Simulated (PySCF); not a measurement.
SMILES C(/C=C)=C(/F)C(=O)Br, C$_{5}$H$_{4}$BrFO

Cartesian coordinates in Å; atom numbers follow the order of the lines, from 1:
```xyz
12

C    -2.462    0.408    0.184
C    -1.357   -0.318    0.008
C    -0.044    0.259    0.043
C     1.097   -0.438   -0.129
F     1.073   -1.760   -0.351
C     2.405    0.195   -0.083
O     2.640    1.347    0.100
Br    3.872   -1.066   -0.363
H    -2.416    1.469    0.362
H    -3.441   -0.037    0.155
H    -1.415   -1.382   -0.171
H     0.050    1.321    0.218
```

Level of theory: PySCF, GIAO BHandHLYP/pcSseg-1 magnetisability, rotational g tensor and spin-rotation constants, non-relativistic, gas phase. Geometry: GFN2-xTB.

The calculation is non-relativistic, which matters for the atoms heavier than Zn.

(1) What are the magnetisability and the molar susceptibility?

(2) Split it along the inertial axes a, b, c into diamagnetic and paramagnetic parts about the centre of mass, with the quadrupole moment.

(3) And the rotational g tensor?

Answers

(1) Isotropic -1208 × 10⁻³⁰ J/T², or -72.8 × 10⁻⁶ cm³/mol; principal values -1454, -1200, -971 × 10⁻³⁰ J/T², anisotropy 419 × 10⁻³⁰ J/T² (root of half the summed squared differences of the principal values). The susceptibility is in cgs units.

(2) 
```tsv
axis	χ (10⁻⁶ cm³/mol)	diamagnetic (10⁻⁶ cm³/mol)	paramagnetic (10⁻⁶ cm³/mol)	summed x² of all electrons (Å²)	quadrupole Θ (D Å)
a	-71.6	-371.8	300.2	440.2	+16.38
b	-59.1	-1920.3	1861.3	75.2	-10.12
c	-87.6	-2186.7	2099.1	12.4	-6.26
```
Anisotropies 2χaa − χbb − χcc = +3.5 and 2χbb − χaa − χcc = +41.0 × 10⁻⁶ cm³/mol. Θ is traceless in Buckingham's convention.

(3) 
```
axis  rotational constant (GHz)        g  nuclear part  electronic part
   a                     4.1841  -0.0711        0.5191          -0.5901
   b                     0.6097  -0.0095        0.5236          -0.5331
   c                     0.5321  -0.0017        0.5231          -0.5248
```
Asymmetric top; isotopes 79Br, 12C, 19F, 1H, 16O; no vibrational averaging.
